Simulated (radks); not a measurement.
Ionisation ladder of samarium, from Sm37+ to Sm48+. Each ion is in the ground configuration listed by NIST, and IE = E(next ion) - E(this ion). All-electron calculation, Dirac Kohn-Sham, PBE, spin-unpolarised, spherical densities, finite nucleus; open shells fill j = l - 1/2 first; Fermi nuclear charge, rms radius 5.0819 fm. Program: a radial shooting solver on a logarithmic mesh with Libxc functionals.

| species | configuration | E (hartree) | IE, Delta-SCF (eV) | -e(HOMO) (eV) | HOMO | IE, NIST (eV) | kind | error (eV) |
|---|---|---|---|---|---|---|---|---|
| Sm37+ | [Ar] 3d7 | -9502.4619 | 2677.0 | 2625.1 | 3d5/2 | 2676 | theory | +1.0 |
| Sm38+ | [Ar] 3d6 | -9404.0858 | 2781.7 | 2729.1 | 3d5/2 | 2782 | theory | -0.3 |
| Sm39+ | [Ar] 3d5 | -9301.8596 | 2887.9 | 2834.6 | 3d5/2 | 2887 | theory | +0.9 |
| Sm40+ | [Ar] 3d4 | -9195.7308 | 3029.0 | 2974.2 | 3d3/2 | 3028 | theory | +1.0 |
| Sm41+ | [Ar] 3d3 | -9084.4164 | 3139.6 | 3084.1 | 3d3/2 | 3137 | theory | +2.6 |
| Sm42+ | [Ar] 3d2 | -8969.0395 | 3251.5 | 3195.3 | 3d3/2 | 3253 | theory | -1.5 |
| Sm43+ | [Ar] 3d1 | -8849.5493 | 3364.8 | 3307.9 | 3d3/2 | 3363 | theory | +1.8 |
| Sm44+ | [Ar] | -8725.8968 | 3675.7 | 3626.2 | 3p3/2 | 3669 | theory | +6.7 |
| Sm45+ | [Ne] 3s2 3p5 | -8590.8156 | 3775.3 | 3725.4 | 3p3/2 | 3766 | theory | +9.3 |
| Sm46+ | [Ne] 3s2 3p4 | -8452.0773 | 3875.3 | 3825.2 | 3p3/2 | 3873 | theory | +2.3 |
| Sm47+ | [Ne] 3s2 3p3 | -8309.6636 | 3975.7 | 3925.4 | 3p3/2 | 3971 | theory | +4.7 |
| Sm48+ | [Ne] 3s2 3p2 | -8163.5607 | 4238.9 | 4186.3 | 3p1/2 | 4227 | theory | +11.9 |

Reference values: NIST Atomic Spectra Database (exp. = measured, semi-emp. = semi-empirical, theory = theoretical value adopted there). The ionisation energy per charge of the ion left behind rises most, in proportion, at Sm44+ ([Ar]), from 76.472 to 81.683 eV. Spin polarisation and multiplet splitting are left out, so open shells lie too high by an amount that depends on their filling.

Beside tabulated values, note that spin-unpolarised runs miss the spin-polarisation part of the exchange energy of open shells.
